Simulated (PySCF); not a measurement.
# TDDFT excited states: C4H10N2OSi

Species: C4H10N2OSi.
SMILES with atom numbers: `[CH2:1]=[CH:2][C:3](=[O:4])[NH:5][Si@@H:6]([CH3:7])[NH2:8]` (hydrogens: H9, H10 on C1; H11 on C2; H12 on N5; H13 on Si6; H14, H15, H16 on C7; H17, H18 on N8)

Theory: PySCF, TDDFT B3LYP/def2-SVPD, vertical, gas phase, core orbitals frozen in the response. Geometry: GFN2-xTB, one conformer, isolated molecule. Torsions of this conformer, `[CH2:1]=[CH:2][C:3](=[O:4])[NH:5][Si@@H:6]([CH3:7])[NH2:8]`: C1–C2–C3–O4 -1°, C2–C3–N5–Si6 180°, C3–N5–Si6–C7 -178°, H–N8–Si6–N5 -172°, H–N8–Si6–N5 54°.

Task: What does the calculation give for the low-lying excited states?

Result: 

| state | λ (nm) | E (eV) | f | main configurations (H = HOMO, L = LUMO) |
| --- | --- | --- | --- | --- |
| S1 | 275.0 | 4.51 | 0.0002 | H-1→L (83%), H→L (15%) |
| S2 | 251.1 | 4.94 | 0.0001 | H→L (85%), H-1→L (15%) |
| S3 | 222.6 | 5.57 | 0.054 | H-2→L (97%) |
| S4 | 195.4 | 6.34 | 0.458 | H-3→L (91%) |
| S5 | 192.7 | 6.43 | 0.024 | H→L+1 (81%), H→L+2 (13%) |
| S6 | 183.2 | 6.77 | 0.015 | H-4→L (96%) |
| S7 | 182.4 | 6.80 | 0.0093 | H-1→L+1 (65%), H→L+2 (23%) |
| S8 | 180.0 | 6.89 | 0.016 | H→L+2 (50%), H-1→L+1 (29%), H→L+1 (9%) |

Triplets (Tamm–Dancoff): T1 3.97 eV, H-3→L (88%); T2 4.21 eV, H-1→L (85%), H→L (11%); T3 4.51 eV, H-2→L (83%).

The lowest singlet lies at 4.51 eV (275 nm, ultraviolet) and is dark (f under 0.0005); its leading configuration is HOMO-1→LUMO (83%). The strongest level in the table is S4 at 6.34 eV (195 nm, f = 0.458). Löwdin shares by element: HOMO nitrogen 62% or more, hydrogen 12% or more, silicon 11% (atoms not listed hold the other 16%); LUMO carbon 67% or more, oxygen 10% (atoms not listed hold the other 23%). Weighted by f, the mean energy of these states is 6.31 eV. The listed states span 2.38 eV, and the widest gap between neighbours is 0.77 eV (S3 to S4). Orbital energies (eV): HOMO-3 -7.95, HOMO-2 -7.66, HOMO-1 -7.38, HOMO -7.09, LUMO -1.47, LUMO+1 0.21, LUMO+2 0.61. Singlets were solved by full linear response, triplets in the Tamm–Dancoff approximation.
